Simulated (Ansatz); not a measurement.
`C[N](C)[Hf]([F])([Cl])[I]` + H₂Se → `C[N](C)[Hf]([F])([Cl])[SeH]` + HI  (ligand exchange at the Hf–I bond)

Computed with Ansatz on PBE0-D4/def2-TZVP structures; ΔE is electronic, products minus reactants. CBS: MP2 limit from def2 TZ/QZ plus the TZ coupled-cluster correction, frozen cores. Functionals use def2-TZVPP. B3LYP here is the variant with VWN-RPA as its local correlation; programs differ in this. HSE06 is defined as in plane-wave codes. def2 core potentials past Kr. For Hf, I, Se outer-core shells are correlated without core-valence functions, which leaves a few kJ/mol of doubt a bond. Scalar relativity is left out up to krypton. One conformer a species, not always the lowest.

```json
{"level": "LDA (SPW92)", "ΔE (kJ/mol)": "45.0", "difference from CCSD(T)/CBS": "-5.3"}
{"level": "PBE-D4", "ΔE (kJ/mol)": "45.3", "difference from CCSD(T)/CBS": "-5.0"}
{"level": "revPBE-D4", "ΔE (kJ/mol)": "44.0", "difference from CCSD(T)/CBS": "-6.3"}
{"level": "BLYP-D4", "ΔE (kJ/mol)": "44.2", "difference from CCSD(T)/CBS": "-6.1"}
{"level": "r2SCAN-D4", "ΔE (kJ/mol)": "49.7", "difference from CCSD(T)/CBS": "-0.6"}
{"level": "B97M-V", "ΔE (kJ/mol)": "48.6", "difference from CCSD(T)/CBS": "-1.7"}
{"level": "PBE0-D4", "ΔE (kJ/mol)": "49.0", "difference from CCSD(T)/CBS": "-1.3"}
{"level": "B3LYP-D4", "ΔE (kJ/mol)": "47.7", "difference from CCSD(T)/CBS": "-2.6"}
{"level": "HSE06-D4", "ΔE (kJ/mol)": "49.1", "difference from CCSD(T)/CBS": "-1.2"}
{"level": "BHLYP-D4", "ΔE (kJ/mol)": "52.8", "difference from CCSD(T)/CBS": "2.5"}
{"level": "CAM-B3LYP-D4", "ΔE (kJ/mol)": "49.1", "difference from CCSD(T)/CBS": "-1.2"}
{"level": "ωB97X-V", "ΔE (kJ/mol)": "51.1", "difference from CCSD(T)/CBS": "0.8"}
{"level": "B2PLYP", "ΔE (kJ/mol)": "50.3", "difference from CCSD(T)/CBS": "0.0"}
{"level": "PBE-QIDH", "ΔE (kJ/mol)": "52.8", "difference from CCSD(T)/CBS": "2.5"}
{"level": "PBE", "ΔE (kJ/mol)": "45.5", "difference from CCSD(T)/CBS": "-4.8"}
{"level": "revPBE", "ΔE (kJ/mol)": "45.5", "difference from CCSD(T)/CBS": "-4.8"}
{"level": "BLYP", "ΔE (kJ/mol)": "44.8", "difference from CCSD(T)/CBS": "-5.5"}
{"level": "r2SCAN", "ΔE (kJ/mol)": "49.8", "difference from CCSD(T)/CBS": "-0.5"}
{"level": "PBE0", "ΔE (kJ/mol)": "49.1", "difference from CCSD(T)/CBS": "-1.2"}
{"level": "B3LYP", "ΔE (kJ/mol)": "47.9", "difference from CCSD(T)/CBS": "-2.4"}
{"level": "r2SCANh", "ΔE (kJ/mol)": "50.6", "difference from CCSD(T)/CBS": "0.3"}
{"level": "r2SCAN0", "ΔE (kJ/mol)": "51.8", "difference from CCSD(T)/CBS": "1.5"}
{"level": "HSE06", "ΔE (kJ/mol)": "49.1", "difference from CCSD(T)/CBS": "-1.2"}
{"level": "BHLYP", "ΔE (kJ/mol)": "52.0", "difference from CCSD(T)/CBS": "1.7"}
{"level": "CAM-B3LYP", "ΔE (kJ/mol)": "49.0", "difference from CCSD(T)/CBS": "-1.3"}
{"level": "LC-ωPBE", "ΔE (kJ/mol)": "50.3", "difference from CCSD(T)/CBS": "0.0"}
{"level": "RPA@PBE/def2-TZVPP", "ΔE (kJ/mol)": "46.2", "difference from CCSD(T)/CBS": "-4.1"}
{"level": "HF/def2-SVP", "ΔE (kJ/mol)": "57.0", "difference from CCSD(T)/CBS": "6.7"}
{"level": "MP2/def2-SVP", "ΔE (kJ/mol)": "49.9", "difference from CCSD(T)/CBS": "-0.4"}
{"level": "CCSD/def2-SVP", "ΔE (kJ/mol)": "48.7", "difference from CCSD(T)/CBS": "-1.6"}
{"level": "CCSD(T)/def2-SVP", "ΔE (kJ/mol)": "48.0", "difference from CCSD(T)/CBS": "-2.3"}
{"level": "HF/def2-TZVPP", "ΔE (kJ/mol)": "58.3", "difference from CCSD(T)/CBS": "8.0"}
{"level": "MP2/def2-TZVPP", "ΔE (kJ/mol)": "53.7", "difference from CCSD(T)/CBS": "3.4"}
{"level": "SCS-MP2/def2-TZVPP", "ΔE (kJ/mol)": "52.3", "difference from CCSD(T)/CBS": "2.0"}
{"level": "CCSD/def2-TZVPP", "ΔE (kJ/mol)": "49.1", "difference from CCSD(T)/CBS": "-1.2"}
{"level": "CCSD(T)/def2-TZVPP", "ΔE (kJ/mol)": "48.5", "difference from CCSD(T)/CBS": "-1.8"}
{"level": "HF/def2-QZVPP", "ΔE (kJ/mol)": "59.0", "difference from CCSD(T)/CBS": "8.7"}
{"level": "HF/CBS(def2)", "ΔE (kJ/mol)": "59.1", "difference from CCSD(T)/CBS": "8.8"}
{"level": "MP2/CBS(def2)", "ΔE (kJ/mol)": "55.5", "difference from CCSD(T)/CBS": "5.2"}
{"level": "CCSD/CBS(def2)", "ΔE (kJ/mol)": "50.9", "difference from CCSD(T)/CBS": "0.6"}
{"level": "CCSD(T)/CBS", "ΔE (kJ/mol)": "50.3", "difference from CCSD(T)/CBS": "0"}
```

Largest T1 diagnostic among the species: 0.014.

Leaving LDA and LC-ωPBE aside and taking each functional with its dispersion term where it has one, the values spread over 8.8 kJ/mol, from revPBE-D4 to BHLYP-D4. From BLYP to BHLYP (50 % exact exchange), in def2-TZVPP and without D4, ΔE moves by +7.3 kJ/mol.
